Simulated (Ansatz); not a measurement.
`[CH3][SnH2][GaH2]` + `PP` → `P[PH][GaH2]` + `[CH3][SnH3]` at 400 K and 1 bar (cleavage of the Ga–Sn bond).

Program: Ansatz. Geometries: PBE0-D4/def2-TZVP. ΔE: electronic, gas phase. CCSD(T)/CBS is the MP2 limit (def2-TZVPP, def2-QZVPP) plus CCSD(T) − MP2 in def2-TZVPP, frozen cores. This one scheme is used for every species. Elements past krypton have def2 core potentials. For Ga, Sn outer-core shells are correlated without core-valence functions, which leaves a few kJ/mol of doubt a bond. Scalar relativity is left out up to krypton. Each species was taken in one conformer, which may not be the lowest.

```csv
species,CCSD(T)/CBS energy (Eh),H − E (kJ/mol),S (J/(mol·K))
`[CH3][SnH2][GaH2]`,-2180.20945,199.3,416.0
`PP`,-684.26248,112.6,293.5
`P[PH][GaH2]`,-2608.80809,138.5,364.2
`[CH3][SnH3]`,-255.66383,170.6,309.1
```

H − E and S are ideal-gas, rigid-rotor, harmonic terms from PBE0-D4/def2-TZVP, for one conformer and one mirror image of each species. 1 Eh = 2625.50 kJ/mol, R = 8.31446 J/(mol·K).

Question: By hand: ΔE, ΔH, ΔS and ΔG.

Answer: ΔE = (-2608.80809) + (-255.66383) − (-2180.20945) − (-684.26248) = 0.00001 Eh = 0.0 kJ/mol. Δ(H − E) = 138.5 + 170.6 − 199.3 − 112.6 = -2.8, so ΔH = -2.8 kJ/mol. ΔS = 364.2 + 309.1 − 416.0 − 293.5 = -36.2 J/(mol·K). ΔG = -2.8 − 400 × (-36.2)/1000 = 11.7 kJ/mol.

Question: By hand: the equilibrium constant, and the temperature at which ΔG would vanish if ΔH and ΔS stayed fixed.

Answer: log₁₀ K = −ΔG/(RT ln 10) = -1.5. ΔG = 0 at ΔH/ΔS = 77 K, though so small a ΔH makes that figure unsure.

TΔS isn't small against ΔH here. A doubt of 5 kJ/mol in ΔE shifts log₁₀ K by 0.7 here. Other conformers and mirror images would add mixing entropy, several J/(mol·K) or more a flexible species. Modes under 60 cm⁻¹, often nearly free rotors, make the harmonic entropy too high. These are equilibria of isolated gas molecules and say nothing of rates. Largest T1 diagnostic: 0.014 (customary marks: 0.02 for closed shells, 0.045 for open ones).
